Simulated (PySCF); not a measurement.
## Polarisability and C₆ of Cd²⁺ (cadmium, charge +2)

[Kr] 4d10, closed-shell 1S. Computed with PySCF 2.14 in aug-cc-pwCVTZ-PP with ECP28MDF (8s8p7d4f3g, 122 functions), with a scalar-relativistic core potential. Coupled (time-dependent) response in atomic units; α is the mean over directions.

```json
{"method": "UHF", "mean α (bohr³)": "4.831", "C₆ (like pair)": "23.94", "S(−4)": "4.350"}
{"method": "PBE", "mean α (bohr³)": "5.544", "C₆ (like pair)": "28.08", "S(−4)": "6.797"}
{"method": "PBE0", "mean α (bohr³)": "5.306", "C₆ (like pair)": "26.71", "S(−4)": "5.857"}
```

S(−4) is the Cauchy moment in α(ω) = α(0) + S(−4) ω² + …

α(iu) at UHF:

```csv
u (hartree),α(iu) (bohr³)
0,4.831
0.0500,4.820
0.100,4.788
0.200,4.668
0.300,4.490
0.500,4.048
0.750,3.487
1.00,2.992
1.50,2.223
2.00,1.685
3.00,1.036
5.00,0.4854
```

For an ion, C₆ is the dispersion term alone; charge-induced terms of lower order in 1/R come first.

Energies and moments cover only the electrons outside the core potential.
